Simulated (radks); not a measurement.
Question: Species: Sn9+. Configuration: [Kr] 4d5. Calculated with a radial shooting solver on a logarithmic mesh with Libxc functionals: scalar-relativistic Kohn-Sham, PBEsol, spin-polarised, spherical densities, finite nucleus; open shells are filled with parallel spins first (spin-orbit coupling, left out, can overturn this in heavy ions); Fermi nuclear charge, rms radius 4.6519 fm. Some entries of the table are withheld. Estimate them.

orbital,occ.,eigenvalue (eV),<r> (bohr),<1/r> (bohr^-1)
1s up,1,-29164.54,0.02907,53.06
1s down,1,-29164.52,0.02907,53.06
2s up,1,-4546.805,0.1256,12.11
2s down,1,-4545.075,0.1255,12.11
2p up,3,-4099.700,0.1096,11.64
2p down,3,-4098.358,0.1096,11.65
3s up,1,-1009.357,0.3391,4.306
3s down,1,-1008.392,0.3390,4.307
3p up,3,-863.3594,0.3373,4.102
3p down,3,-862.2767,0.3371,4.103
3d up,5,-639.0446,0.3137,3.875
3d down,5,-637.4615,0.3135,3.875
4s up,1,-290.0142,0.7908,1.759
4s down,1,-283.9271,0.7897,1.764
4p up,3,-243.7213,0.8379,1.628
4p down,3,-237.5740,0.8378,1.630
4d up,5,-174.2613,0.9323,1.410
4d down,0,-168.2084,0.9362,1.407
5s up,0,-121.4742,1.622,0.8355
5s down,0,-118.2629,1.641,0.8216
5p up,0,(1),1.753,0.7689
5p down,0,(2),1.775,0.7565

Answer: 
(1) 5p up eigenvalue (eV): -105.8749
(2) 5p down eigenvalue (eV): -103.0379
